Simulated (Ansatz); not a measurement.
System: C6H11, net charge 0, doublet state. It need not be the lowest isomer of its formula. 
Coordinates optimised at B3LYP-D3(BJ)/def2-TZVP (Ansatz, a program for electronic structure):
SMILES: C/[C]=C\CCC
```xyz
17

C      2.7762     0.3151     0.6066
C      1.4868     0.7051    -0.1100
C      0.5004    -0.4605    -0.2288
C     -0.7558    -0.0848    -0.9864
C     -1.9688    -0.0857    -0.4991
C     -2.7020    -0.3828     0.7345
H      3.4618     1.1611     0.6812
H      2.5714    -0.0377     1.6204
H      3.2937    -0.4880     0.0763
H      0.9993     1.5287     0.4190
H      1.7194     1.0807    -1.1113
H      0.2416    -0.8249     0.7684
H      0.9924    -1.2915    -0.7474
H     -0.5989     0.2251    -2.0196
H     -2.0229    -0.7092     1.5352
H     -3.2424     0.4953     1.0969
H     -3.4361    -1.1775     0.5795
```
Charge 0, spin multiplicity 2.

Total electronic energies in hartree. Valence correlation only, unless marked. Open shells are spin-unrestricted. No spin-orbit coupling. No relativistic terms. CBS marks a two-point X^-3 extrapolation of the correlation energy; Hartree-Fock from the larger set. [CCSD(T)-MP2]/basis is that difference in the basis named.

The UHF reference is spin-contaminated (<S^2> 0.16 over the pure value in the largest basis). 

| level | program | energy (Eh) |
|---|---|---|
| PBE-D3(BJ)/def2-TZVPD | Ansatz + dftd3 | -234.92986 |
| BLYP-D3(BJ)/def2-TZVPD | Ansatz + dftd3 | -235.14387 |
| revPBE-D4/def2-TZVPD | Ansatz + dftd4 | -235.22021 |
| r2SCAN-D3(BJ)/def2-TZVPD | Ansatz + dftd3 | -235.10822 |
| B3LYP-D3(BJ)/def2-TZVPD | Ansatz + dftd3 | -235.28678 |
| PBE0-D3(BJ)/def2-TZVPD | Ansatz + dftd3 | -234.96920 |
| BHLYP-D4/def2-TZVPD | Ansatz + dftd4 | -235.11405 |
| HSE06/def2-TZVPD | Ansatz | -234.94359 |
| B2GP-PLYP-D4/def2-TZVPD | Ansatz + dftd4 | -234.97080 |
| PBE-QIDH/def2-TZVPD | Ansatz | -234.91327 |
| SCS-MP2/STO-3G | Ansatz | -231.07515 |
| SCS-MP2/cc-pwCVTZ | Ansatz | -234.62374 |
| CCSD/6-31G | Ansatz | -234.03780 |
| CCSD/cc-pVDZ | Ansatz | -234.44832 |
| RI-MP2/CBS(cc-pVTZ,cc-pVQZ)+[CCSD(T)-MP2]/cc-pVTZ | Ansatz | -234.8423 |

Totals of different functionals don't rank their quality; only differences between species are comparable.
